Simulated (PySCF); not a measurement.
**Te: excitation energy**

Te [Kr] 4d10 5s2 5p4 (3P) → Te [Kr] 4d10 5s2 5p3 6s1 (5S), as a difference of total energies. All numbers are calculated (PySCF 2.14, a scalar-relativistic core potential, in aug-cc-pwCVDZ-PP with ECP28MDF (6s5p4d1f, 48 functions)). Correlated levels: valence: 4s2 4p6 4d10 frozen. The calculations carry no spin-orbit coupling.

```csv
method,excitation energy (eV)
UHF,4.758
MP2 (valence),4.865
SCS-MP2 (valence),5.003
CCSD (valence),4.905
CCSD(T) (valence),4.906
```

How much does correlation contribute at CCSD(T) (valence)?

4.906 − (4.758) = 0.148 eV, measured against UHF.

Errors of the correlated levels include the incompleteness of this basis and the frozen core.

For comparison: 5.226 eV (measured; NIST levels, between the centres of gravity of the two terms).
